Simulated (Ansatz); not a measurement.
A nudged elastic band was laid between two geometries of C$_{2}$H$_{6}$BNOS (12 atoms, charge 0, multiplicity 1).

Method: RKS PBE-D4/STO-3G in Ansatz 0.2.0.

```json
{"movable images": "7", "climbing image": "yes", "spring": "5.0 eV/Å²", "optimiser": "quadratic models (default)", "start path": "IDPP", "force threshold": "0.03 eV/Å", "iteration limit": "60", "end points": "relaxed"}
```

Image 0:

```xyz
12
Properties=species:S:1:pos:R:3
O -0.759 2.989 -0.029
B -0.540 1.822 0.661
C 0.019 0.623 -0.173
N 0.291 -0.530 0.456
C 0.799 -1.622 -0.509
S -0.450 -2.957 -0.625
H -1.121 3.688 0.634
H -0.754 1.723 1.820
H 0.195 0.738 -1.275
H 0.985 -1.241 -1.540
H 1.758 -2.002 -0.087
H -0.345 -3.287 0.702
```

Image 8:

```xyz
12
Properties=species:S:1:pos:R:3
O -0.892 3.067 0.398
B -0.592 1.826 0.899
C -0.030 0.676 -0.006
N 0.273 -0.508 0.545
C 0.774 -1.534 -0.493
S -0.468 -2.871 -0.665
H -0.685 3.064 -0.613
H -0.779 1.679 2.054
H 0.121 0.853 -1.106
H 0.937 -1.090 -1.502
H 1.744 -1.930 -0.111
H -0.326 -3.288 0.634
```

Question: Which bonds break or form, and what moves?

Answer: No bond is made or broken. The dihedral H7–O1–B2–C3 goes from -180 to 0°.

Question: Give the energies along the band, and the barrier.

Answer: The run converged. The highest image is number 4 of 0 to 8, 1.14 eV above the first end and 1.14 eV above the last; the last end lies 0.00 eV above the first. A vibrational analysis at the climbing image gives one clearly imaginary mode, 1113i cm⁻¹: a first-order saddle point. Limits of this set-up: minimal basis.

```csv
image,path coordinate (Å),energy (eV),dihedral H7–O1–B2–C3 (°)
0,0.00,0.00,-180
1,0.33,0.01,-176
2,0.65,0.18,-157
3,0.98,0.71,-128
4,1.31,1.14,-93
5,1.70,0.58,-46
6,2.09,0.09,-8
7,2.48,0.01,0
8,2.87,0.00,0
```

Question: What is the geometry of the highest image?

Answer: 
```xyz
12
Properties=species:S:1:pos:R:3
O -1.259 2.893 0.203
B -0.844 1.712 0.752
C -0.129 0.613 -0.124
N 0.262 -0.523 0.478
C 0.940 -1.509 -0.495
S -0.155 -2.962 -0.712
H -0.674 3.713 0.207
H -1.120 1.424 1.877
H 0.077 0.786 -1.213
H 1.129 -1.071 -1.503
H 1.915 -1.799 -0.039
H -0.065 -3.332 0.605
```

Question: What are the harmonic wavenumbers there?

Answer: 1113i, 52, 132, 141, 186, 233, 330, 464, 492, 575, 805, 850, 898, 933, 986, 1053, 1142, 1212, 1249, 1337, 1364, 1479, 1579, 1586, 2887, 2889, 3171, 3201, 3325, 3852 cm⁻¹.

Run time: 110 s on 1 thread of Intel(R) Xeon(R) 6975P-C (Granite Rapids), on a shared host, peak memory 0.12 GiB.
